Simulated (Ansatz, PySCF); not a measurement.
Torsion H4–C1–B2–O3 in CH5BO (SMILES CBO); at each angle all else is relaxed with GFN2-xTB, and the levels are single points there.
Geometry at 0° (charge 0, multiplicity 1):
```xyz
8

C      0.888    -0.144     0.033
B     -0.391     0.793     0.144
O     -0.943     1.410    -0.899
H      1.275    -0.235    -0.981
H      1.695     0.229     0.661
H      0.664    -1.146     0.392
H     -0.918     0.986     1.175
H     -0.532     1.270    -1.754
```

On the grid 0° to 120°, 60° is the highest and 0° the lowest point at MP2/CBS(cc-pVTZ, cc-pVQZ) + ΔCCSD(T)/cc-pVTZ.

Correlated levels freeze the cores.

Run with Ansatz (an electronic-structure program); PySCF for the dispersion terms. Values without a source in brackets are computed.

Predict the energy at 60° less that at 0° from PBE/def2-TZVPP.

32 meV
